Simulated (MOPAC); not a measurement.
Input file for MOPAC: PM3 on GaS+, 2S+1 = 3, a spin state set in the input, which need not be the lowest, a point of a bond scan (R = 2.484 Å). Charge +1.

```
PM3 1SCF PRECISE CHARGE=1 UHF MS=1 THREADS=1
GaS

S      0.00000000 1     0.00000000 1     0.00000000 1
Ga     0.00000000 1     0.00000000 1     2.48435500 1
```

It printed:

```
*******************************************************************************
 **                                                                           **
 **                              MOPAC v23.2.5                                **
 **                                                                           **
 *******************************************************************************
 ** MOPAC's Digital Object Identifier: https://doi.org/10.5281/zenodo.6511958 **
 **                                                                           **
 ** Please cite the open-source release paper for use of this MOPAC version:  **
 ** J. E. Moussa and J. J. P. Stewart (2026)                                  **
 ** MOPAC: An open-source semiempirical molecular orbital program             **
 ** J. Open Source Softw., 11(119), 8025, https://doi.org/10.21105/joss.08025 **
 *******************************************************************************

                              PM3 CALCULATION RESULTS

 *******************************************************************************
 *  PM3        - The PM3 Hamiltonian to be used
 *  UHF        - UNRESTRICTED HARTREE-FOCK CALCULATION
 *
 *
 *
 *                 CHARGE ON SYSTEM = +1
 *
 *
 *
 *  MS=        - IN MECI, MAGNETIC COMPONENT OF SPIN =  1.0
 *  PRECISE    - TIGHTER CRITERIA TO BE USED
 *  1SCF       - DO 1 SCF AND THEN STOP
 *  THREADS=1  - MULTI-THREADING NOT USED
 *  T=         - A TIME OF 172800.0 SECONDS REQUESTED
 *  DUMP=N     - RESTART FILE WRITTEN EVERY 7200.0 SECONDS REQUESTED
 *******************************************************************************
PM3 1SCF PRECISE CHARGE=1 UHF MS=1 THREADS=1
 GaS

   ATOM   CHEMICAL          X               Y               Z
  NUMBER   SYMBOL      (ANGSTROMS)     (ANGSTROMS)     (ANGSTROMS)

     1       S          0.00000000  *   0.00000000  *   0.00000000  *
     2      Ga          0.00000000  *   0.00000000  *   2.48435500  *



          CARTESIAN COORDINATES

    NO.       ATOM           X           Y           Z

     1         S          0.0000      0.0000      0.0000
     2        Ga          0.0000      0.0000      2.4844

  S: (PM3): J. J. P. STEWART, J. COMP. CHEM. 10, 209 (1989).
 Ga: (PM3): J. J. P. STEWART, J. COMP. CHEM. 12, 320-341 (1991).

           Empirical Formula: S Ga  =     2 atoms



      MOLECULAR POINT GROUP   :   C*v


          UHF CALCULATION, NO. OF ALPHA ELECTRONS =    5
                           NO. OF BETA  ELECTRONS =    3

 -------------------------------------------------------------------------------
 PM3 1SCF PRECISE CHARGE=1 UHF MS=1 THREADS=1
 GaS



     1SCF WAS SPECIFIED, SO BFGS WAS NOT USED
     SCF FIELD WAS ACHIEVED


                              PM3 CALCULATION
                                                       MOPAC v23.2.5 Linux




          FINAL HEAT OF FORMATION =        244.25259 KCAL/MOL =    1021.95282 KJ/MOL


          COSMO AREA              =         92.38 SQUARE ANGSTROMS
          COSMO VOLUME            =         76.90 CUBIC ANGSTROMS

          IONIZATION POTENTIAL    =         13.982883 EV
          ALPHA SOMO LUMO (EV)    =        -16.174 -6.266
          BETA  SOMO LUMO (EV)    =        -13.983 -7.579
          NO. OF ALPHA ELECTRONS  =          5
          NO. OF BETA  ELECTRONS  =          3
          MOLECULAR WEIGHT        =        101.7950         POINT GROUP:  C*v

          MOLECULAR DIMENSIONS (Angstroms)

            Atom       Atom       Distance
           Ga     2    S     1     2.48435
           Ga     2    S     1     0.00000
            S     1   Ga     2     0.00000


          SCF CALCULATIONS        =          1





   ATOM   CHEMICAL          X               Y               Z
  NUMBER   SYMBOL      (ANGSTROMS)     (ANGSTROMS)     (ANGSTROMS)

     1       S          0.00000000  *   0.00000000  *   0.00000000  *
     2      Ga          0.00000000  *   0.00000000  *   2.48435500  *

                             CARTESIAN COORDINATES

   1    S        0.000000000     0.000000000     0.000000000
   2   Ga        0.000000000     0.000000000     2.484355000


           Empirical Formula: S Ga  =     2 atoms



      MOLECULAR POINT GROUP   :   C*v


          ALPHA EIGENVALUES
 -31.48821 -21.78443 -18.02389 -17.30943 -16.17376  -6.26596  -6.10600  -6.04023


           BETA EIGENVALUES
 -24.48244 -20.28057 -13.98288  -7.57929  -7.23054  -5.88732  -5.73967  -5.47318


              NET ATOMIC CHARGES AND DIPOLE CONTRIBUTIONS

  ATOM NO.   TYPE          CHARGE      No. of ELECS.   s-Pop       p-Pop
    1          S           0.135285        5.8647     1.94365     3.92106
    2         Ga           0.864715        2.1353     1.96280     0.17248
 DIPOLE           X         Y         Z       TOTAL
 POINT-CHG.     0.000     0.000     2.144     2.144
 HYBRID         0.000     0.000    -0.328     0.328
 SUM            0.000     0.000     1.815     1.815


          ATOMIC ORBITAL ELECTRON POPULATIONS

     Atom    s        px        py        pz
    1  S   1.94365   1.90167   0.98428   1.03511
    2 Ga   1.96280   0.09833   0.01572   0.05843


                    (SZ)    =    1.000000
                    (S**2)  =    2.016906


          ATOMIC ORBITAL SPIN POPULATIONS

    Atom   Total    s     px     py     pz
         Atomic
    1  S  2.0117  0.029  0.044  0.984  0.955
    2 Ga -0.0117  0.037 -0.044  0.016 -0.020

 **********************
 *                    *
 * JOB ENDED NORMALLY *
 *                    *
 **********************




 == MOPAC DONE ==
```

The run finished.

Cost: very roughly 0.04 core-seconds.
